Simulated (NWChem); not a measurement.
Molecule: C3H7NSi; SMILES N1[C@H]([SiH2]C=1)C

```xyz
12

C      0.4879    -1.9488    -0.2832
C      0.0577    -0.7054     0.4885
N     -1.3264    -0.2454     0.1038
C     -1.1673     0.9851    -0.2549
Si     0.6978     1.0497     0.0123
H      0.5218    -1.7634    -1.3629
H      1.4844    -2.2751     0.0359
H     -0.2158    -2.7717    -0.1075
H      0.0614    -0.9201     1.5642
H     -2.0172     1.5879    -0.5817
H      1.2529     1.9575     1.0597
H      1.5653     1.1680    -1.1959
```
Atoms are numbered in this order, from 1.

Results from NWChem. Pople sets run with spherical d functions. Coordinates come from a B3LYP/6-31G* (spherical d) optimisation. Static field.

### Question
Taking B3LYP/aug-cc-pVDZ as the yardstick, which of these has the fewest basis functions while keeping “isotropic polarisability (bohr³)” within 5 % of it: B3LYP/def2-SVPD; B3LYP/6-31G*; B3LYP/def2-SVP; B3LYP/6-31+G*?

### Answer
B3LYP/def2-SVPD.
| level | basis functions | isotropic polarisability (bohr³) | relative time (rough) |
|---|---|---|---|
| B3LYP/6-31G* | 88 | 57.3 | 1 |
| B3LYP/6-31+G* | 108 | 65.9 | 2 |
| B3LYP/def2-SVP | 109 | 60.4 | 1 |
| B3LYP/def2-SVPD | 160 | 69.2 | 3 |
| B3LYP/aug-cc-pVDZ | 182 | 71.4 | 6 |

The yardstick is one finite set, not the basis-set limit.
